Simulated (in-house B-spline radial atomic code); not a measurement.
## Ionising Gd32+ with different functionals

Computed with a B-spline radial code for spherical atoms: scalar-relativistic (spin-free X2C) Hamiltonian, Fermi nucleus of rms radius 5.1569 fm, spin-polarised at highest spin, spherical fractional occupations for the functionals. The ionisation energy is the difference of two self-consistent energies, [Ar] 3d10 4s2 4p2 → [Ar] 3d10 4s2 4p1, without Breit or QED terms; ε is the level of the shell that loses the electron (its least bound occupied spin orbital). There is no spin-orbit coupling in this Hamiltonian.

Hybrids are left out here: with spherical fractional occupations of an open shell their exact exchange keeps a self-interaction that integer-occupation calculations don't have.

```json
{"method": "PBE", "rung": "GGA", "ΔSCF (eV)": "1297.61", "-ε(4p) (eV)": "1275.83"}
{"method": "TPSS", "rung": "meta-GGA", "ΔSCF (eV)": "1297.66", "-ε(4p) (eV)": "1276.08"}
{"method": "r2SCAN", "rung": "meta-GGA", "ΔSCF (eV)": "1298.12", "-ε(4p) (eV)": "1276.93"}
{"method": "revTPSS", "rung": "meta-GGA", "ΔSCF (eV)": "1297.57", "-ε(4p) (eV)": "1276.08"}
```

Q: Among the functionals, which spreads more, the ΔSCF values or the orbital energies?

A: The orbital energies: ΔSCF values span about 0.55 eV and the orbital energies 1.10 eV.

Q: How do they compare with the NIST value?

A: NIST lists 1321 eV ± 4 (tabulated theory, ground level to ground level). Errors run from -23.43 to -22.88 eV. The correlated functionals all miss on the same side by more than they spread, so the cause is common to them (spin-orbit coupling, Breit-QED terms, multiplet and fine-structure energies, or a listed next ion that isn't the cheapest removal here) and closeness doesn't rank the functionals.
